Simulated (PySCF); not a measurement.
A homologous series of growing length: n-germane methyl/methyl. All species are isolated molecules in the gas phase. One relaxed conformer stands for each flexible species; it need not be the lowest. Strings in code marks are SMILES.

The four lowest singlet excitations (Tamm–Dancoff). Method: TPSSh-D3(BJ)/def2-TZVP // PBE0-D3(BJ)/def2-SVP (PySCF). Excitations are Tamm–Dancoff values on a coarser integration grid. The basis has no diffuse functions, so Rydberg states are missing or too high.

| state | energy (eV) | wavelength (nm) | oscillator strength |
|---|---|---|---|
| S1 | 6.79 | 183 | 0.049 |
| S2 | 7.51 | 165 | 0.002 |
| S3 | 7.55 | 164 | 0.026 |
| S4 | 7.60 | 163 | 0.063 |

**Question.** Say which member gives these states.
A. `[CH3][GeH2][GeH2][GeH2][GeH2][GeH2][GeH2][CH3]`
B. `[CH3][GeH2][GeH2][GeH2][GeH2][CH3]`
C. `[CH3][GeH2][GeH2][CH3]` (C–Ge–Ge–C torsion 179°)
D. `[CH3][GeH2][GeH2][GeH2][CH3]` (C–Ge–Ge–Ge torsion 180°, Ge–Ge–Ge–C torsion 180°)

**Answer.** C, `[CH3][GeH2][GeH2][CH3]` (C–Ge–Ge–C torsion 179°)
